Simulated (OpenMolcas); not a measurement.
# GeSiH4O2 (SMILES [OH][Ge][O][SiH3]): the energy, rung by rung

GeSiH4O2: 8 atoms, total charge 0, spin state singlet. SMILES: `[OH][Ge][O][SiH3]`. The coordinates come from a PBE0-D4/def2-TZVP relaxation. This is one conformer, not always the lowest.

```tsv
atom	x (Å)	y (Å)	z (Å)
O	1.4101	2.5053	0.1495
Ge	1.6239	0.9026	-0.5814
O	0.0843	0.2002	0.0310
Si	-0.7151	-1.2291	-0.0566
H	0.5872	2.5773	0.6466
H	-2.0460	-1.0180	-0.6825
H	0.0486	-2.2147	-0.8727
H	-0.9008	-1.7808	1.3103
```

Quantity: the energy change with the Si4–H6 bond stretched from 1.486 to 2.674 Å, in eV. The values are calculated.

| level | kind | program | value (eV) | CPU time (all runs) |
| --- | --- | --- | --- | --- |
| HF/def2-SVP (unrestricted) | Hartree–Fock | OpenMolcas | 3.77 | 35 s |
| SVWN5/def2-SVP (restricted) | LDA | OpenMolcas | 2.93 | 49 s |
| PBE/def2-SVP (restricted) | GGA | OpenMolcas | 2.92 | 70 s |
| TPSS/def2-SVP (restricted) | meta-GGA | OpenMolcas | 3.13 | 95 s |
| BHLYP/def2-SVP (restricted) | global hybrid | OpenMolcas | 3.51 | 58 s |
| M06-2X/def2-SVP (restricted) | hybrid meta-GGA | OpenMolcas | 3.40 | 71 s |
| PBE0/def2-SVP (restricted) | global hybrid | OpenMolcas | 3.24 | 60 s |
| B2PLYP/def2-SVP (restricted) | double hybrid | OpenMolcas | 3.30 | 58 s |

All-electron rows without a relativistic Hamiltonian named are non-relativistic. The first shape isn't each level's own minimum. The values span 2.92 to 3.77 eV. CPU times are rough (shared hosts, several kinds of processor): they show what a rung costs within a factor of a few.
